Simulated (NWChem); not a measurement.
Basis-set convergence for iodoethane (C2H5I)

SMILES: CCI
```xyz
8

C      2.4499     0.3888     0.0000
C      1.1211     1.1174     0.0000
I     -0.5996    -0.2481     0.0000
H      2.5683    -0.2454     0.8914
H      3.2687     1.1306     0.0000
H      2.5683    -0.2454    -0.8914
H      0.9742     1.7358     0.8942
H      0.9742     1.7358    -0.8942
```
Charge 0, spin multiplicity 1.

The numbers come from NWChem runs, not from measurements. All single points use one geometry, from B3LYP/def2-SVP with def2 effective core potentials on I, held to Cs symmetry and with no frequency check, so it may be a saddle point.

Quantity: dipole moment at the level PBE.

Effective core potentials replace the inner electrons of I; spin-orbit coupling is left out.

Costs are rough ratios of processor time within this set of runs, SCF included, with def2-SVP as 1.

Question: In def2-TZVPP the value is 2.04 D. Among def2-SVP, def2-SVPD, def2-TZVP, def2-TZVPD, which is the smallest basis within 0.1 D of it?

Answer: def2-SVPD, with 115 functions against 182 (also within reach: def2-TZVP, def2-TZVPD). def2-TZVPP isn't the basis-set limit itself, and a small set can land close by cancellation.

```csv
basis,functions,dipole moment (D),relative cost
def2-SVP,79,1.92,1
def2-SVPD,115,2.06,4
def2-TZVP,142,2.05,3
def2-TZVPD,178,2.06,10
def2-TZVPP,182,2.04,5
```
